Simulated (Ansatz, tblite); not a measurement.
Spin states of the cluster SiPt₂, each relaxed with PBE0-D4/def2-TZVP in Ansatz. Electronic energies in the gas phase.

In the def2 sets Pt takes a core potential; there is no spin–orbit coupling. The xTB rows come from tblite. Correlated methods freeze 5 core orbitals; core or outer-core shells of Pt are correlated, in sets that lack core-valence functions. HOMO above LUMO, or a gap near zero within one spin, warns that the state may not be the lowest or that an electron is smeared out. The structure comes from a short search, and lower isomers may exist.

Singlet geometry (D∞h within 0.1 Å):

```xyz
3

Pt    0.424    0.364    1.994
Pt   -0.424   -0.364   -1.994
Si    0.000    0.000    0.000
```

Triplet geometry (C2v within 0.1 Å):

```xyz
3

Pt    1.2713    0.7257    0.3961
Pt   -1.4578    0.3182   -0.2706
Si    0.1865   -1.0440   -0.1255
```

Quintet geometry (D∞h within 0.1 Å):

Cartesian coordinates in Å:
```
Pt 1.788 0.226 -1.291
Pt -1.792 -0.227 1.294
Si 0.004 0.000 -0.003
```

⟨S²⟩: triplet 2.02 at PBE0-D4/def2-TZVP (pure 2.00), quintet 6.02 at PBE0-D4/def2-TZVP (pure 6.00).

Only these spin states were relaxed. The triplet has other bonds than the singlet, so the gap mixes isomer and spin.

Problem. Estimate which spin state lies lowest at each of these levels, and by how much: GFN1-xTB; GFN2-xTB; HF/def2-TZVP; PBE-D4/def2-TZVP; revPBE-D4/def2-TZVP; r2SCAN-D4/def2-TZVP; B97M-V/def2-TZVP; PBE0-D4/def2-TZVP; ωB97M-V/def2-TZVP; PBE-QIDH/def2-TZVP; RPA@PBE/def2-TZVP.

Solution. 
```json
{"level": "GFN1-xTB", "triplet − singlet (kcal/mol)": "-11.7", "quintet − singlet (kcal/mol)": "86.9", "lowest of these": "triplet", "remarks": "–"}
{"level": "GFN2-xTB", "triplet − singlet (kcal/mol)": "21.3", "quintet − singlet (kcal/mol)": "96.2", "lowest of these": "singlet", "remarks": "–"}
{"level": "HF/def2-TZVP", "triplet − singlet (kcal/mol)": "22.5", "quintet − singlet (kcal/mol)": "33.8", "lowest of these": "singlet", "remarks": "spin-contaminated (⟨S²⟩ 2.16) (triplet), spin-contaminated (⟨S²⟩ 6.17) (quintet)"}
{"level": "PBE-D4/def2-TZVP", "triplet − singlet (kcal/mol)": "23.6", "quintet − singlet (kcal/mol)": "86.6", "lowest of these": "singlet", "remarks": "gap within one spin near zero (quintet)"}
{"level": "revPBE-D4/def2-TZVP", "triplet − singlet (kcal/mol)": "24.3", "quintet − singlet (kcal/mol)": "84.8", "lowest of these": "singlet", "remarks": "gap within one spin near zero (quintet)"}
{"level": "r2SCAN-D4/def2-TZVP", "triplet − singlet (kcal/mol)": "23.5", "quintet − singlet (kcal/mol)": "81.8", "lowest of these": "singlet", "remarks": "–"}
{"level": "B97M-V/def2-TZVP", "triplet − singlet (kcal/mol)": "22.1", "quintet − singlet (kcal/mol)": "81.3", "lowest of these": "singlet", "remarks": "–"}
{"level": "PBE0-D4/def2-TZVP", "triplet − singlet (kcal/mol)": "25.8", "quintet − singlet (kcal/mol)": "83.2", "lowest of these": "singlet", "remarks": "–"}
{"level": "ωB97M-V/def2-TZVP", "triplet − singlet (kcal/mol)": "28.2", "quintet − singlet (kcal/mol)": "88.1", "lowest of these": "singlet", "remarks": "–"}
{"level": "PBE-QIDH/def2-TZVP", "triplet − singlet (kcal/mol)": "29.9", "quintet − singlet (kcal/mol)": "91.1", "lowest of these": "singlet", "remarks": "test for broken spin undecided (singlet)"}
{"level": "RPA@PBE/def2-TZVP", "triplet − singlet (kcal/mol)": "24.6", "quintet − singlet (kcal/mol)": "68.9", "lowest of these": "singlet", "remarks": "–"}
```

Change of the quintet − singlet gap on mixing in exact exchange, in kcal/mol: PBE to PBE0 (25 % exact exchange) -3.4. The xTB methods have no spin-polarisation term.
